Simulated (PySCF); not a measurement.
Bonds (- single, = double, # triple, : aromatic): C1-O2, O2-Si3, Si3-C4, C4-C5, C5=C6, C6=O7, C5-C8, C8-F9. C1 carries H10, H11, H12; Si3 carries H13, H14; C4 carries H15, H16; C8 carries H17, H18.

How the numbers were obtained: PBE0/pcSseg-1 with gauge-including orbitals, structure optimised with GFN2-xTB, in PySCF 2.14 (gas phase, a single conformation, averaged over atoms made equivalent by symmetry, fast rotation or ring inversion, relativity neglected).

Problem. Predict the 2D correlation tables (HSQC, COSY, HMBC).

Solution. 

HSQC (one-bond C–H):
```tsv
δH	δC
5.63 (H17/H18)	86.4 (C8)
3.82 (H10/H11/H12)	54.3 (C1)
1.52 (H15/H16)	10.1 (C4)
```

COSY cross peaks (H two or three bonds apart, from the bond graph; peaks can be absent where the dihedral angle is near 90°):
```tsv
δH	δH
4.97 (H13/H14)	1.52 (H15/H16)
```

HMBC (two and three bonds, from the bond graph):
```tsv
δH	δC
5.63 (H17/H18)	206.8 (C6), 29.8 (C5), 10.1 (C4)
4.97 (H13/H14)	54.3 (C1), 29.8 (C5), 10.1 (C4)
1.52 (H15/H16)	206.8 (C6), 86.4 (C8), 29.8 (C5)
```

Shifts are taken against calculated references (same method and geometry level): 1H (σ = 31.72 ppm) and 13C (σ = 186.93 ppm) against TMS.

Short H···H contacts in this conformer between protons four or more bonds apart (candidates for NOE cross peaks, intensity ∝ r⁻⁶): H15···H18 2.70 Å.

Shifts are as computed. Against solution values, carbons near 30 ppm lie about +3 ppm off and those near 130 ppm about +5 ppm. Of 1309 compounds with measured shifts, 239 miss one by over three times the rms of a fit or turn the order of signals round; such compounds aren't used in these exercises.
